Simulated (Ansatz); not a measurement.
Molecular dynamics of Cl$_{3}$GeHO

Input:

```yaml
crystal:
  periodic: [false, false, false]
  atoms:
    - { symbol: Ge, position_ang: [-0.017154, -0.028756, -0.021326] }
    - { symbol: O, position_ang: [-0.007404, -0.0817, 1.705123] }
    - { symbol: H, position_ang: [-0.835798, -0.147978, 2.158371] }
    - { symbol: Cl, position_ang: [2.001855, 0.00765, -0.657742] }
    - { symbol: Cl, position_ang: [-1.037225, 1.70885, -0.713102] }
    - { symbol: Cl, position_ang: [-1.011475, -1.739466, -0.812124] }
basis:
  gaussian: { orbitals: def2-SVP }
hamiltonian:
  xc: hf
md:
  timestep: 0.5
  n_steps: 250
  ensemble: nvt_nose_hoover
  temperature: 700.0
  initial_velocities: maxwell_boltzmann
  seed: 10811
```

Command:

```bash
$ ansatz run input.yaml --threads 2 --pin off --max-ram 3072MiB --backend cpu --events-out ev --progress --plain --runs-dir out
```

It starts from a relaxed structure.

Output, in part (one step line in 3, the closing report, with atoms numbered from 0):

```
md step     0: t =     0.00 fs  T =   700.0 K  F+E_penalty+E_count = -96021.22876504 eV  E_kin = 0.361928 eV  conserved = -96020.86683704 eV  (34 SCF iters)
md step     3: t =     1.50 fs  T =   670.3 K  F+E_penalty+E_count = -96021.21294661 eV  E_kin = 0.346588 eV  conserved = -96020.86635905 eV  (35 SCF iters)
md step     6: t =     3.00 fs  T =   655.1 K  F+E_penalty+E_count = -96021.20534240 eV  E_kin = 0.338689 eV  conserved = -96020.86666058 eV  (35 SCF iters)
md step     9: t =     4.50 fs  T =   610.3 K  F+E_penalty+E_count = -96021.18218923 eV  E_kin = 0.315561 eV  conserved = -96020.86665264 eV  (35 SCF iters)
md step    12: t =     6.00 fs  T =   535.2 K  F+E_penalty+E_count = -96021.14294933 eV  E_kin = 0.276697 eV  conserved = -96020.86630898 eV  (36 SCF iters)
md step    15: t =     7.50 fs  T =   493.3 K  F+E_penalty+E_count = -96021.12168793 eV  E_kin = 0.255080 eV  conserved = -96020.86672125 eV  (35 SCF iters)
md step    18: t =     9.00 fs  T =   414.0 K  F+E_penalty+E_count = -96021.08031814 eV  E_kin = 0.214047 eV  conserved = -96020.86646576 eV  (35 SCF iters)
md step    21: t =    10.50 fs  T =   345.9 K  F+E_penalty+E_count = -96021.04492890 eV  E_kin = 0.178863 eV  conserved = -96020.86636367 eV  (28 SCF iters)
md step    24: t =    12.00 fs  T =   307.4 K  F+E_penalty+E_count = -96021.02520074 eV  E_kin = 0.158926 eV  conserved = -96020.86670112 eV  (34 SCF iters)
md step    27: t =    13.50 fs  T =   241.3 K  F+E_penalty+E_count = -96020.99042802 eV  E_kin = 0.124749 eV  conserved = -96020.86624824 eV  (28 SCF iters)
md step    30: t =    15.00 fs  T =   226.1 K  F+E_penalty+E_count = -96020.98264714 eV  E_kin = 0.116878 eV  conserved = -96020.86649309 eV  (28 SCF iters)
md step    33: t =    16.50 fs  T =   217.9 K  F+E_penalty+E_count = -96020.97836287 eV  E_kin = 0.112658 eV  conserved = -96020.86661773 eV  (35 SCF iters)
md step    36: t =    18.00 fs  T =   202.2 K  F+E_penalty+E_count = -96020.96961471 eV  E_kin = 0.104529 eV  conserved = -96020.86620389 eV  (28 SCF iters)
md step    39: t =    19.50 fs  T =   242.0 K  F+E_penalty+E_count = -96020.99049833 eV  E_kin = 0.125149 eV  conserved = -96020.86672594 eV  (35 SCF iters)
md step    42: t =    21.00 fs  T =   253.1 K  F+E_penalty+E_count = -96020.99552049 eV  E_kin = 0.130838 eV  conserved = -96020.86638948 eV  (35 SCF iters)
md step    45: t =    22.50 fs  T =   286.4 K  F+E_penalty+E_count = -96021.01233914 eV  E_kin = 0.148059 eV  conserved = -96020.86637901 eV  (27 SCF iters)
md step    48: t =    24.00 fs  T =   342.4 K  F+E_penalty+E_count = -96021.04120561 eV  E_kin = 0.177041 eV  conserved = -96020.86677702 eV  (35 SCF iters)
md step    51: t =    25.50 fs  T =   355.7 K  F+E_penalty+E_count = -96021.04695704 eV  E_kin = 0.183903 eV  conserved = -96020.86627618 eV  (36 SCF iters)
md step    54: t =    27.00 fs  T =   404.9 K  F+E_penalty+E_count = -96021.07207581 eV  E_kin = 0.209326 eV  conserved = -96020.86667557 eV  (35 SCF iters)
md step    57: t =    28.50 fs  T =   427.1 K  F+E_penalty+E_count = -96021.08266066 eV  E_kin = 0.220808 eV  conserved = -96020.86660797 eV  (35 SCF iters)
md step    60: t =    30.00 fs  T =   425.5 K  F+E_penalty+E_count = -96021.08069935 eV  E_kin = 0.220012 eV  conserved = -96020.86631950 eV  (27 SCF iters)
md step    63: t =    31.50 fs  T =   451.4 K  F+E_penalty+E_count = -96021.09358053 eV  E_kin = 0.233394 eV  conserved = -96020.86677186 eV  (35 SCF iters)
md step    66: t =    33.00 fs  T =   426.2 K  F+E_penalty+E_count = -96021.07922755 eV  E_kin = 0.220371 eV  conserved = -96020.86644455 eV  (36 SCF iters)
md step    69: t =    34.50 fs  T =   406.8 K  F+E_penalty+E_count = -96021.06825180 eV  E_kin = 0.210343 eV  conserved = -96020.86647211 eV  (36 SCF iters)
md step    72: t =    36.00 fs  T =   389.6 K  F+E_penalty+E_count = -96021.05862152 eV  E_kin = 0.201448 eV  conserved = -96020.86673326 eV  (35 SCF iters)
md step    75: t =    37.50 fs  T =   327.7 K  F+E_penalty+E_count = -96021.02522394 eV  E_kin = 0.169437 eV  conserved = -96020.86627514 eV  (28 SCF iters)
md step    78: t =    39.00 fs  T =   301.9 K  F+E_penalty+E_count = -96021.01132651 eV  E_kin = 0.156083 eV  conserved = -96020.86658237 eV  (36 SCF iters)
md step    81: t =    40.50 fs  T =   257.9 K  F+E_penalty+E_count = -96020.98777135 eV  E_kin = 0.133329 eV  conserved = -96020.86659951 eV  (35 SCF iters)
md step    84: t =    42.00 fs  T =   200.0 K  F+E_penalty+E_count = -96020.95678116 eV  E_kin = 0.103396 eV  conserved = -96020.86622549 eV  (27 SCF iters)
md step    87: t =    43.50 fs  T =   187.2 K  F+E_penalty+E_count = -96020.95003552 eV  E_kin = 0.096773 eV  conserved = -96020.86672743 eV  (35 SCF iters)
md step    90: t =    45.00 fs  T =   138.8 K  F+E_penalty+E_count = -96020.92408179 eV  E_kin = 0.071787 eV  conserved = -96020.86632176 eV  (36 SCF iters)
md step    93: t =    46.50 fs  T =   121.5 K  F+E_penalty+E_count = -96020.91469081 eV  E_kin = 0.062818 eV  conserved = -96020.86635233 eV  (28 SCF iters)
md step    96: t =    48.00 fs  T =   130.2 K  F+E_penalty+E_count = -96020.91902787 eV  E_kin = 0.067296 eV  conserved = -96020.86670362 eV  (35 SCF iters)
md step    99: t =    49.50 fs  T =   108.4 K  F+E_penalty+E_count = -96020.90677573 eV  E_kin = 0.056048 eV  conserved = -96020.86617869 eV  (27 SCF iters)
md step   102: t =    51.00 fs  T =   138.4 K  F+E_penalty+E_count = -96020.92221958 eV  E_kin = 0.071556 eV  conserved = -96020.86662690 eV  (35 SCF iters)
md step   105: t =    52.50 fs  T =   151.3 K  F+E_penalty+E_count = -96020.92807701 eV  E_kin = 0.078214 eV  conserved = -96020.86649467 eV  (36 SCF iters)
md step   108: t =    54.00 fs  T =   163.8 K  F+E_penalty+E_count = -96020.93358849 eV  E_kin = 0.084712 eV  conserved = -96020.86622855 eV  (27 SCF iters)
md step   111: t =    55.50 fs  T =   224.9 K  F+E_penalty+E_count = -96020.96466732 eV  E_kin = 0.116261 eV  conserved = -96020.86671132 eV  (35 SCF iters)
md step   114: t =    57.00 fs  T =   249.8 K  F+E_penalty+E_count = -96020.97594462 eV  E_kin = 0.129146 eV  conserved = -96020.86632909 eV  (35 SCF iters)
md step   117: t =    58.50 fs  T =   301.8 K  F+E_penalty+E_count = -96021.00150414 eV  E_kin = 0.156034 eV  conserved = -96020.86642873 eV  (36 SCF iters)
md step   120: t =    60.00 fs  T =   365.9 K  F+E_penalty+E_count = -96021.03304497 eV  E_kin = 0.189175 eV  conserved = -96020.86667065 eV  (35 SCF iters)
md step   123: t =    61.50 fs  T =   397.7 K  F+E_penalty+E_count = -96021.04689282 eV  E_kin = 0.205610 eV  conserved = -96020.86621076 eV  (36 SCF iters)
md step   126: t =    63.00 fs  T =   477.8 K  F+E_penalty+E_count = -96021.08623528 eV  E_kin = 0.247050 eV  conserved = -96020.86660595 eV  (35 SCF iters)
md step   129: t =    64.50 fs  T =   534.3 K  F+E_penalty+E_count = -96021.11240917 eV  E_kin = 0.276247 eV  conserved = -96020.86656798 eV  (35 SCF iters)
md step   132: t =    66.00 fs  T =   576.1 K  F+E_penalty+E_count = -96021.13046146 eV  E_kin = 0.297869 eV  conserved = -96020.86626829 eV  (36 SCF iters)
md step   135: t =    67.50 fs  T =   646.5 K  F+E_penalty+E_count = -96021.16370781 eV  E_kin = 0.334268 eV  conserved = -96020.86680368 eV  (35 SCF iters)
md step   138: t =    69.00 fs  T =   657.8 K  F+E_penalty+E_count = -96021.16509257 eV  E_kin = 0.340095 eV  conserved = -96020.86633162 eV  (36 SCF iters)
md step   141: t =    70.50 fs  T =   688.2 K  F+E_penalty+E_count = -96021.17688684 eV  E_kin = 0.355838 eV  conserved = -96020.86647287 eV  (36 SCF iters)
md step   144: t =    72.00 fs  T =   711.3 K  F+E_penalty+E_count = -96021.18477385 eV  E_kin = 0.367748 eV  conserved = -96020.86678631 eV  (35 SCF iters)
md step   147: t =    73.50 fs  T =   675.8 K  F+E_penalty+E_count = -96021.16157311 eV  E_kin = 0.349409 eV  conserved = -96020.86621203 eV  (36 SCF iters)
md step   150: t =    75.00 fs  T =   669.8 K  F+E_penalty+E_count = -96021.15482967 eV  E_kin = 0.346307 eV  conserved = -96020.86675049 eV  (35 SCF iters)
md step   153: t =    76.50 fs  T =   612.1 K  F+E_penalty+E_count = -96021.12066834 eV  E_kin = 0.316467 eV  conserved = -96020.86647840 eV  (35 SCF iters)
md step   156: t =    78.00 fs  T =   544.3 K  F+E_penalty+E_count = -96021.08180202 eV  E_kin = 0.281445 eV  conserved = -96020.86626637 eV  (36 SCF iters)
md step   159: t =    79.50 fs  T =   507.7 K  F+E_penalty+E_count = -96021.05996154 eV  E_kin = 0.262497 eV  conserved = -96020.86675286 eV  (35 SCF iters)
md step   162: t =    81.00 fs  T =   420.3 K  F+E_penalty+E_count = -96021.01122049 eV  E_kin = 0.217313 eV  conserved = -96020.86622914 eV  (35 SCF iters)
md step   165: t =    82.50 fs  T =   369.8 K  F+E_penalty+E_count = -96020.98276644 eV  E_kin = 0.191217 eV  conserved = -96020.86644814 eV  (36 SCF iters)
md step   168: t =    84.00 fs  T =   326.4 K  F+E_penalty+E_count = -96020.95803723 eV  E_kin = 0.168742 eV  conserved = -96020.86657542 eV  (35 SCF iters)
md step   171: t =    85.50 fs  T =   265.1 K  F+E_penalty+E_count = -96020.92384049 eV  E_kin = 0.137047 eV  conserved = -96020.86609170 eV  (36 SCF iters)
md step   174: t =    87.00 fs  T =   274.7 K  F+E_penalty+E_count = -96020.92741325 eV  E_kin = 0.142040 eV  conserved = -96020.86655440 eV  (35 SCF iters)
md step   177: t =    88.50 fs  T =   272.2 K  F+E_penalty+E_count = -96020.92397433 eV  E_kin = 0.140750 eV  conserved = -96020.86641558 eV  (35 SCF iters)
md step   180: t =    90.00 fs  T =   284.0 K  F+E_penalty+E_count = -96020.92783370 eV  E_kin = 0.146862 eV  conserved = -96020.86617436 eV  (36 SCF iters)
md step   183: t =    91.50 fs  T =   345.1 K  F+E_penalty+E_count = -96020.95752210 eV  E_kin = 0.178408 eV  conserved = -96020.86671204 eV  (35 SCF iters)
md step   186: t =    93.00 fs  T =   365.7 K  F+E_penalty+E_count = -96020.96494215 eV  E_kin = 0.189106 eV  conserved = -96020.86617522 eV  (35 SCF iters)
md step   189: t =    94.50 fs  T =   435.2 K  F+E_penalty+E_count = -96020.99801514 eV  E_kin = 0.225014 eV  conserved = -96020.86643487 eV  (35 SCF iters)
md step   192: t =    96.00 fs  T =   503.6 K  F+E_penalty+E_count = -96021.02991466 eV  E_kin = 0.260406 eV  conserved = -96020.86670710 eV  (35 SCF iters)
md step   195: t =    97.50 fs  T =   528.8 K  F+E_penalty+E_count = -96021.03820908 eV  E_kin = 0.273415 eV  conserved = -96020.86610516 eV  (36 SCF iters)
md step   198: t =    99.00 fs  T =   599.7 K  F+E_penalty+E_count = -96021.07100446 eV  E_kin = 0.310080 eV  conserved = -96020.86678361 eV  (34 SCF iters)
md step   201: t =   100.50 fs  T =   609.4 K  F+E_penalty+E_count = -96021.07065829 eV  E_kin = 0.315087 eV  conserved = -96020.86636819 eV  (35 SCF iters)
md step   204: t =   102.00 fs  T =   619.4 K  F+E_penalty+E_count = -96021.07076244 eV  E_kin = 0.320241 eV  conserved = -96020.86627153 eV  (36 SCF iters)
md step   207: t =   103.50 fs  T =   647.4 K  F+E_penalty+E_count = -96021.08060749 eV  E_kin = 0.334750 eV  conserved = -96020.86679430 eV  (35 SCF iters)
md step   210: t =   105.00 fs  T =   605.9 K  F+E_penalty+E_count = -96021.05335755 eV  E_kin = 0.313291 eV  conserved = -96020.86612892 eV  (35 SCF iters)
md step   213: t =   106.50 fs  T =   599.1 K  F+E_penalty+E_count = -96021.04540260 eV  E_kin = 0.309762 eV  conserved = -96020.86658726 eV  (35 SCF iters)
md step   216: t =   108.00 fs  T =   559.3 K  F+E_penalty+E_count = -96021.01997473 eV  E_kin = 0.289186 eV  conserved = -96020.86652423 eV  (35 SCF iters)
md step   219: t =   109.50 fs  T =   489.3 K  F+E_penalty+E_count = -96020.97907783 eV  E_kin = 0.252995 eV  conserved = -96020.86608569 eV  (36 SCF iters)
md step   222: t =   111.00 fs  T =   471.5 K  F+E_penalty+E_count = -96020.96650198 eV  E_kin = 0.243802 eV  conserved = -96020.86664718 eV  (35 SCF iters)
md step   225: t =   112.50 fs  T =   406.0 K  F+E_penalty+E_count = -96020.92860071 eV  E_kin = 0.209926 eV  conserved = -96020.86629419 eV  (35 SCF iters)
md step   228: t =   114.00 fs  T =   355.3 K  F+E_penalty+E_count = -96020.89914279 eV  E_kin = 0.183681 eV  conserved = -96020.86619298 eV  (36 SCF iters)
md step   231: t =   115.50 fs  T =   337.1 K  F+E_penalty+E_count = -96020.88724731 eV  E_kin = 0.174279 eV  conserved = -96020.86663678 eV  (35 SCF iters)
md step   234: t =   117.00 fs  T =   275.8 K  F+E_penalty+E_count = -96020.85235437 eV  E_kin = 0.142585 eV  conserved = -96020.86602284 eV  (36 SCF iters)
md step   237: t =   118.50 fs  T =   280.9 K  F+E_penalty+E_count = -96020.85298027 eV  E_kin = 0.145218 eV  conserved = -96020.86634073 eV  (35 SCF iters)
md step   240: t =   120.00 fs  T =   293.8 K  F+E_penalty+E_count = -96020.85735993 eV  E_kin = 0.151913 eV  conserved = -96020.86654132 eV  (35 SCF iters)
md step   243: t =   121.50 fs  T =   284.6 K  F+E_penalty+E_count = -96020.84953673 eV  E_kin = 0.147165 eV  conserved = -96020.86593727 eV  (35 SCF iters)
md step   246: t =   123.00 fs  T =   342.0 K  F+E_penalty+E_count = -96020.87721129 eV  E_kin = 0.176822 eV  conserved = -96020.86668299 eV  (35 SCF iters)
md step   249: t =   124.50 fs  T =   350.4 K  F+E_penalty+E_count = -96020.87800119 eV  E_kin = 0.181149 eV  conserved = -96020.86621461 eV  (35 SCF iters)
md step   250: t =   125.00 fs  T =   352.3 K  F+E_penalty+E_count = -96020.87778158 eV  E_kin = 0.182145 eV  conserved = -96020.86602680 eV  (35 SCF iters)
Total energy: -96020.87778158 eV, -3528.7021731845 hartree
Atom 0 at    -0.117183    -0.022609     0.045645 Å, force     2.949400     0.398216    -1.258631 eV/Å
Atom 1 at    -0.014241    -0.058790     1.754688 Å, force     0.493912    -1.187689     0.809807 eV/Å
Atom 2 at     0.506557    -0.801639     2.115589 Å, force    -0.805877     1.222208    -0.467471 eV/Å
Atom 3 at     2.059378    -0.023804    -0.718412 Å, force    -1.872064     0.007486     0.749140 eV/Å
Atom 4 at    -0.988151     1.706986    -0.766363 Å, force    -0.260964     0.250883     0.252329 eV/Å
Atom 5 at    -0.948216    -1.710494    -0.856557 Å, force    -0.504408    -0.691104    -0.085174 eV/Å
Dipole moment:    -0.193156    -0.256790     0.323151 e Å
```

The run went to its last step. The conserved energy stayed within 0.15 meV per atom of its start (net change 0.13 meV per atom), so the integration is sound. The mean temperature of the second half is 33 % below the set value. A run of 0.12 ps of so small a system gives no equilibrium averages.

The same pairs are bonded in the first frame and the last. Pairs count as bonded within 1.25 times the sum of covalent radii (0.12 Å more for H–H).

Last frame:

```xyz
6
Properties=species:S:1:pos:R:3
Ge -0.117 -0.023 0.046
O -0.014 -0.059 1.755
H 0.507 -0.802 2.116
Cl 2.059 -0.024 -0.718
Cl -0.988 1.707 -0.766
Cl -0.948 -1.710 -0.857
```

Run time: 5.6 min on 2 threads of Arm Neoverse V2, on a shared host, peak memory 0.24 GiB.
